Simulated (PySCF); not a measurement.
Biphenylene, C12H8.
Numbering: `[cH:1]1[cH:2][cH:3][c:4]2[c:5]([cH:6]1)-[c:7]1[cH:8][cH:9][cH:10][cH:11][c:12]1-2`

Cartesian coordinates in Å at the PBE0-D3(BJ)/def2-SVP level; atoms count from 1:
```
atom  x, y, z in Å
C1     3.5873    0.0245    0.2425
C2     3.3713    1.3007   -0.2614
C3     2.0681    1.7916   -0.5251
C4     1.0374    0.9272   -0.2511
C5     1.2583   -0.3793    0.2648
C6     2.5174   -0.8619    0.5227
C7    -0.2251   -0.6264    0.2755
C8    -1.2557   -1.4910    0.5491
C9    -2.5586   -0.9995    0.2842
C10   -2.7746    0.2767   -0.2194
C11   -1.7045    1.1633   -0.4993
C12   -0.4460    0.6803   -0.2404
H13    4.6128   -0.3050    0.4280
H14    4.2318    1.9444   -0.4600
H15    1.9166    2.7979   -0.9211
H16    2.7058   -1.8620    0.9185
H17   -1.1048   -2.4973    0.9450
H18   -3.4192   -1.6433    0.4822
H19   -3.7998    0.6062   -0.4053
H20   -1.8928    2.1633   -0.8953
```

NICS is the negative of the GIAO shielding at a point without a nucleus: at the ring centre (0) and 1 Å above and below it (1); zz is the component along the ring normal. Level: GIAO PBE0/pcSseg-1 (PySCF, non-relativistic, gas phase) on the PBE0-D3(BJ)/def2-SVP geometry, one conformer.

Ring bond lengths (Å), with Mayer bond orders in brackets: C1–C2 1.389 (1.53), C2–C3 1.417 (1.32), C3–C4 1.373 (1.47), C4–C5 1.422 (1.27), C5–C6 1.373 (1.47), C6–C1 1.417 (1.32); C4–C5 1.422 (1.27), C5–C7 1.504 (0.94), C7–C12 1.422 (1.27), C12–C4 1.504 (0.94); C7–C8 1.373 (1.47), C8–C9 1.418 (1.32), C9–C10 1.389 (1.53), C10–C11 1.418 (1.32), C11–C12 1.373 (1.47), C12–C7 1.422 (1.27).

**Question.** What do the NICS probes read (ppm)?

**Answer.** 
```json
{"ring": "C1–C2–C3–C4–C5–C6", "type": "6-membered carbocycle; formal bonds all aromatic", "NICS(0)": "-2.9", "NICS(1), two faces": "-5.9 / -5.9", "NICS(1)zz, two faces": "-12.0 / -12.0", "rms pucker (Å)": "0.00", "centre to ring atoms, mean (Å)": "1.40"}
{"ring": "C4–C5–C7–C12", "type": "4-membered carbocycle; formal bonds 2 aromatic, 2 single", "NICS(0)": "19.6", "NICS(1), two faces": "9.3 / 9.3", "NICS(1)zz, two faces": "39.3 / 39.3", "rms pucker (Å)": "0.00", "centre to ring atoms, mean (Å)": "1.03"}
{"ring": "C7–C8–C9–C10–C11–C12", "type": "6-membered carbocycle; formal bonds all aromatic", "NICS(0)": "-2.9", "NICS(1), two faces": "-5.9 / -5.9", "NICS(1)zz, two faces": "-12.0 / -12.0", "rms pucker (Å)": "0.00", "centre to ring atoms, mean (Å)": "1.40"}
```

**Question.** What can be read from them?

**Answer.** 
- C1–C2–C3–C4–C5–C6: mean NICS(1)zz -12.0 ppm, shielded.
- C4–C5–C7–C12: mean NICS(1)zz 39.3 ppm, deshielded. NICS(0) lies 10 ppm above the mean NICS(1).
- C7–C8–C9–C10–C11–C12: mean NICS(1)zz -12.0 ppm, shielded. That is too small in size for a clear verdict by the NICS criterion, though in fused rings the probe also feels the neighbouring ring.

**Question.** How equal are the bonds by HOMA? HOMA takes Krygowski's 1993 parameters.

**Answer.** 
- C1–C2–C3–C4–C5–C6: HOMA 0.86 = 1 − EN − GEO, with mean bond length 1.399 Å, EN = α(Ropt − mean)² = 0.029 and GEO = α × variance = 0.115.
- C4–C5–C7–C12: HOMA -0.88 = 1 − EN − GEO, with mean bond length 1.463 Å, EN = α(Ropt − mean)² = 1.448 and GEO = α × variance = 0.431.
- C7–C8–C9–C10–C11–C12: HOMA 0.85 = 1 − EN − GEO, with mean bond length 1.399 Å, EN = α(Ropt − mean)² = 0.029 and GEO = α × variance = 0.116.

**Question.** At the first NICS(1) probe listed for ring C4–C5–C7–C12, 1 Å off the ring, what do the in-plane components average?

**Answer.** The isotropic value is a third of the trace: (3 × 9.3 − (39.3))/2 = -5.7 ppm.

**Question.** List the ring angles and the Hirshfeld charges of the ring atoms.

**Answer.** 
- C1–C2–C3–C4–C5–C6: C1 121.9° (-0.049 e), C2 121.9° (-0.049 e), C3 115.8° (-0.052 e), C4 122.3° (-0.003 e), C5 122.3° (-0.003 e), C6 115.8° (-0.052 e); sum 720.0° against 720° for a flat convex ring.
- C4–C5–C7–C12: C4 90.0° (-0.003 e), C5 90.0° (-0.003 e), C7 90.0° (-0.003 e), C12 90.0° (-0.003 e); sum 360.0° against 360° for a flat convex ring.
- C7–C8–C9–C10–C11–C12: C7 122.3° (-0.003 e), C8 115.8° (-0.052 e), C9 122.0° (-0.049 e), C10 121.9° (-0.049 e), C11 115.8° (-0.052 e), C12 122.3° (-0.003 e); sum 720.0° against 720° for a flat convex ring.

**Question.** How do the values depend on the level or the medium?

**Answer.** 
```
                 level  NICS(0), C1–C2–C3–C4–C5–C6  mean NICS(1)zz, C1–C2–C3–C4–C5–C6  NICS(0), C4–C5–C7–C12  mean NICS(1)zz, C4–C5–C7–C12  NICS(0), C7–C8–C9–C10–C11–C12  mean NICS(1)zz, C7–C8–C9–C10–C11–C12
    PBE0/pcSseg-1, gas                        -2.9                              -12.0                   19.6                          39.3                           -2.9                                 -12.0
mPW1PW91/pcSseg-2, gas                        -2.6                              -11.7                   21.4                          39.6                           -2.6                                 -11.7
```

The geometry is the same throughout.
